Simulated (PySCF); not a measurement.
## Computed structure and properties of [Eu(HCN)]3+

System: [Eu(HCN)]3+ (singlet in the valence; each metal's 4f electrons, 6 of them, lie in its core potential, out of spins and levels); start: template (C∞v). Method: PySCF 2.14.0, RKS PBE0, Eu lcecp-1-SVP with ECP52, N def2-SVP, C def2-SVP, H def2-SVP; non-relativistic Hamiltonian with scalar-relativistic core potentials where named; density fitting; no spin-orbit coupling.

Input of the relaxation:

```python
mol = gto.M(atom='''
Eu     0.00000     0.00000    -0.47190
N      0.00000     0.00000     2.07310
C      0.00000     0.00000     3.23310
H      0.00000     0.00000     4.30310''',
    basis={'Eu': 'lcecp-1-SVP', 'N': 'def2-SVP', 'C': 'def2-SVP', 'H': 'def2-SVP'},
    ecp={'Eu': 'lcecp-1-SVP'},
    charge=3, spin=0)
mf = dft.RKS(mol, xc='PBE0')
mf.grids.atom_grid = (50, 194)  # f atoms: unpruned, at least (60, 302)
mf = mf.density_fit()  # fitting sets: Eu AutoAux, N def2-universal-JKFIT, C def2-universal-JKFIT, H def2-universal-JKFIT
mf.conv_tol = 1e-08; mf.max_cycle = 55
mf.kernel(dm0)  # dm0: converged density of the start geometry
# quasi-Newton relaxation in Cartesian coordinates to a largest gradient under 0.00045 Eh/bohr, steps kept in the point group
```

Run from Python with OMP_NUM_THREADS=2; the lines above give its settings. Where DIIS fails, smearing, a level shift and second-order steps follow.
It took 56 s on 2 threads of Intel(R) Xeon(R) Processor @ 2.50GHz (Skylake/Cascade Lake), on a shared host, from the converged density of the start.

Course of the relaxation:

```csv
step,energy above end (eV),largest force component within the symmetry (eV/Å)
0,0.4196,2.152
1,0.1778,1.692
2,0.0395,1.030
3,0.0048,0.327
4,0.0003,0.101
5,0.0000,0.033
6,0.0000,0.016
```

Relaxed geometry (C∞v):

```xyz
4

Eu    0.0000    0.0000   -0.2646
N     0.0000    0.0000    1.9847
C     0.0000    0.0000    3.1508
H     0.0000    0.0000    4.2664
```

```csv
contact,Å
Eu1–N2 (HCN),2.249
```

On the finer grid (75, 302):

- HOMO: -26.91 eV
- LUMO: -19.74 eV
- Dipole about the centre of mass: 4.56 D
- Set of Mulliken populations of Eu1 outside the core potential: s 2.06, p 6.04, d 0.36, f 0.02
- D3(BJ) dispersion energy (not in the energies): -0.057 eV

| atom | Mulliken (e) | Löwdin (e) | spin (e) |
| --- | --- | --- | --- |
| Eu1 | 2.51 | 2.37 | 0.00 |
| N2 | -0.20 | -0.08 | 0.00 |
| C3 | 0.37 | 0.53 | 0.00 |
| H4 | 0.32 | 0.18 | 0.00 |

The 4f levels lie in the core potential and are missing. Their spin isn't counted.

On the grid (50, 194), as all that follows. Harmonic modes: a minimum; lowest 266 cm⁻¹ (negative: unstable), highest 3162 cm⁻¹, zero-point energy 0.494 eV.

Taking off one HCN (charge 0, singlet; the rest: singlet) in vacuum, both parts rigid, costs 5.59 eV; the small basis without counterpoise inflates it. Parting with an electron moved from the ligand to the metal can be far cheaper, even downhill.

Rigid scan of HCN along the line from its metal:

```csv
distance to N2 (Å),energy (eV)
1.95,0.909
2.05,0.349
2.15,0.076
2.25,0.000
2.35,0.058
2.45,0.203
2.65,0.637
```

One start shape was tried, so this needn't be the lowest isomer.

An lcecp potential fixes the number of 4f electrons, so in runs with it no electron can move into or out of that shell.
